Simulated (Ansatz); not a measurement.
Consider the ligand exchange at the Si–O bond: `[SiH3][O][Al]([Cl])[Br]` + `NBS` → `[SiH3]NBS` + `[OH][Al]([Cl])[Br]`.

Calculated with Ansatz (gas phase, PBE0-D4/def2-TZVP geometries, no zero-point term in ΔE). CCSD(T)/CBS adds triple-zeta CCSD(T) − MP2 to the extrapolated MP2 energy (def2 sets, frozen cores). DFT in def2-TZVPP. For Br outer-core shells are correlated without core-valence functions, which leaves a few kJ/mol of doubt a bond. Scalar relativity is left out up to krypton. Each species was taken in one conformer, which may not be the lowest.

```
             level  ΔE (kJ/mol)
       LDA (SPW92)         56.4
           ωB97X-V         65.2
              PBE0         62.0
             BHLYP         73.5
         CAM-B3LYP         70.3
     CCSD/def2-SVP         67.4
SCS-MP2/def2-TZVPP         66.5
     HF/def2-QZVPP         81.9
```

What does CCSD(T)/CBS give? (Best estimate.)

Computed: +63.8 kJ/mol. The listed levels differ from it by -7.4, 1.4, -1.8, 9.7, 6.5, 3.6, 2.7, 18.1 kJ/mol.

Largest T1 diagnostic among the species: 0.012.

From BLYP to BHLYP (50 % exact exchange), in def2-TZVPP and without D4, ΔE moves by +7.8 kJ/mol. In def2-TZVPP, CCSD(T) changes the Hartree–Fock value by −16.5 kJ/mol (the triples alone add −2.8 kJ/mol) and MP2 by −17.0 kJ/mol.
